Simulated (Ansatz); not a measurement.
Consider the substitution at a C–Ge bond: `[CH3][GeH]([Cl])[CH]=O` + `OCF` → `O=COCF` + `[CH3][GeH2][Cl]`.

Computed with Ansatz on PBE0-D4/def2-TZVP structures; ΔE is electronic, products minus reactants. CCSD(T)/CBS is the MP2 limit (def2-TZVPP, def2-QZVPP) plus CCSD(T) − MP2 in def2-TZVPP, frozen cores. This one scheme is used for every species. DFT in def2-TZVPP. B3LYP here is the variant with VWN-RPA as its local correlation; programs differ in this. For Ge outer-core shells are correlated without core-valence functions, which leaves a few kJ/mol of doubt a bond. Scalar relativity is left out up to krypton. One conformer a species, not always the lowest.

`[CH3][GeH]([Cl])[CH]=O`:

Z-matrix (Å, degrees):
```
C
Ge 1 1.937
H 1 1.090 2 110.3
H 1 1.091 2 109.0 3 120.1
H 1 1.090 2 109.6 3 -120.5
Cl 2 2.165 1 109.7 3 68.7
C 2 2.007 1 110.6 3 -175.6
H 2 1.538 1 113.7 3 -50.5
O 7 1.200 2 120.6 1 39.0
H 7 1.114 2 118.5 1 -140.3
```

`OCF`:

Cartesian coordinates in Å:
```
O -0.259 -0.997 0.330
C 0.241 0.172 -0.179
F 0.362 1.131 0.808
H -1.186 -0.874 0.557
H -0.399 0.609 -0.954
H 1.240 -0.040 -0.562
```

`O=COCF`:

Z-matrix (Å, degrees):
```
C
F 1 1.360
O 1 1.402 2 109.3
H 1 1.090 2 108.8 3 -115.6
H 1 1.091 2 108.6 3 120.9
C 3 1.349 1 116.4 2 86.4
O 6 1.190 3 125.9 1 2.0
H 6 1.098 3 108.6 1 -178.5
```

`[CH3][GeH2][Cl]`:

Cartesian coordinates in Å:
```
C 0.614 -0.859 -0.144
Ge -0.372 0.801 0.042
Cl -2.260 0.334 0.991
H 0.047 -1.559 -0.757
H 0.782 -1.301 0.838
H 1.578 -0.668 -0.620
H -0.719 1.442 -1.310
H 0.331 1.811 0.962
```

```
             level  ΔE (kcal/mol)  difference from CCSD(T)/CBS
            PBE-D4          -11.1                         -0.7
         r2SCAN-D4          -13.0                         -2.6
           PBE0-D4          -11.9                         -1.5
          B3LYP-D4          -11.1                         -0.7
           ωB97X-V          -12.7                         -2.3
           ωB97M-V          -11.8                         -1.4
            B2PLYP          -11.8                         -1.4
               PBE          -11.4                         -1.0
            r2SCAN          -13.1                         -2.7
              PBE0          -12.3                         -1.9
             B3LYP          -11.6                         -1.2
     HF/def2-TZVPP          -14.4                         -4.0
    MP2/def2-TZVPP          -11.2                         -0.8
SCS-MP2/def2-TZVPP          -11.1                         -0.7
   CCSD/def2-TZVPP          -11.0                         -0.6
CCSD(T)/def2-TZVPP          -11.0                         -0.6
     HF/def2-QZVPP          -14.5                         -4.1
    MP2/def2-QZVPP          -10.9                         -0.5
SCS-MP2/def2-QZVPP          -10.8                         -0.4
      HF/CBS(def2)          -14.6                         -4.2
     MP2/CBS(def2)          -10.6                         -0.2
    CCSD/CBS(def2)          -10.4                          0.0
       CCSD(T)/CBS          -10.4                            0
```

Largest T1 diagnostic among the species: 0.015.

From PBE to PBE0 (25 % exact exchange), in def2-TZVPP and without D4, ΔE moves by −0.9 kcal/mol. In def2-TZVPP, CCSD(T) changes the Hartree–Fock value by +3.4 kcal/mol (the triples alone add −0.0 kcal/mol) and MP2 by +3.2 kcal/mol.
